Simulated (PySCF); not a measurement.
A PySCF script (with the pyscf-properties extension) for the NMR shieldings of SMILES [BH3-][N+]#CCCF, C₃H₇BFN, on a GFN2-xTB geometry:

```python
import basis_set_exchange as bse
import numpy as np
from pyscf import gto, dft
from pyscf.prop import nmr

atoms = """
B     2.716714   -0.282831   -0.027139
N     1.314001    0.026884   -0.281912
C     0.209005    0.280443   -0.482744
C    -1.174590    0.584562   -0.723166
C    -2.092649   -0.260367    0.169336
F    -3.395693    0.055989   -0.104747
H     2.752836   -1.454370    0.190621
H     3.299662    0.019096   -1.021580
H     3.028425    0.377413    0.914842
H    -1.412506    0.388291   -1.773998
H    -1.353348    1.646604   -0.524339
H    -1.925314   -0.051148    1.230725
H    -1.970932   -1.330081   -0.028618
"""
names = dict.fromkeys(["B", "N", "C", "F", "H"], "pcSseg-1")
basis = {el: gto.basis.parse(bse.get_basis(n, elements=[el], fmt="nwchem")) for el, n in names.items()}
mol = gto.M(atom=atoms, basis=basis, charge=0, verbose=0)
mf = dft.RKS(mol, xc="PBE0")
mf.grids.level = 2
mf.grids.alignment = dft.numint.BLKSIZE   # the property module wants whole blocks of grid points
mf.conv_tol = 1e-9
mf.kernel()

calc = nmr.RKS(mf)   # GIAO
C = mf.mo_coeff
Co = C[:, mf.mo_occ > 0]
resp = mf.gen_response(singlet=True, hermi=2)
def vind(x):   # induced exchange potential for any number of trial vectors
    d = np.einsum("pi,xij,qj->xpq", C, 2 * x.reshape(-1, C.shape[1], Co.shape[1]), Co, optimize=True)
    return np.einsum("xpq,pi,qj->xij", resp(d - d.transpose(0, 2, 1)), C, Co, optimize=True).ravel()
mo1, _ = nmr.rhf.solve_mo1(calc, with_cphf=vind)
sigma = calc.kernel(mo1)
for i, s in enumerate(sigma):   # ppm
    w = np.linalg.eigvalsh((s + s.T) / 2)
    print("%2d %-2s iso %8.1f  s11 %8.1f  s22 %8.1f  s33 %8.1f" % (i, mol.atom_pure_symbol(i), w.mean(), *w))
```

Q: What are the results?

A: 
```
 0 B  iso    144.2  s11    132.2  s22    132.4  s33    167.9
 1 N  iso     25.7  s11   -130.5  s22   -122.0  s33    329.4
 2 C  iso     75.7  s11    -14.6  s22    -12.6  s33    254.2
 3 C  iso    165.9  s11    145.8  s22    167.5  s33    184.3
 4 C  iso    105.3  s11     70.2  s22     82.7  s33    162.8
 5 F  iso    413.3  s11    381.4  s22    392.1  s33    466.5
 6 H  iso     29.9  s11     26.6  s22     29.1  s33     33.9
 7 H  iso     29.8  s11     26.6  s22     28.9  s33     33.9
 8 H  iso     29.9  s11     26.6  s22     29.0  s33     33.9
 9 H  iso     28.6  s11     24.3  s22     27.7  s33     33.8
10 H  iso     28.6  s11     24.3  s22     27.7  s33     33.8
11 H  iso     26.7  s11     22.5  s22     27.8  s33     30.0
12 H  iso     26.8  s11     22.5  s22     27.8  s33     30.0
```

These numbers come from an equivalent density-fitted implementation of the same equations, which agrees with the script to about 0.01 ppm for H and up to a few tenths of a ppm for heavy atoms, so last digits may differ.

Size and cost of the density-fitted run: 137 basis functions, 16 s wall time on 1 thread of an x86-64 server CPU, shared host.
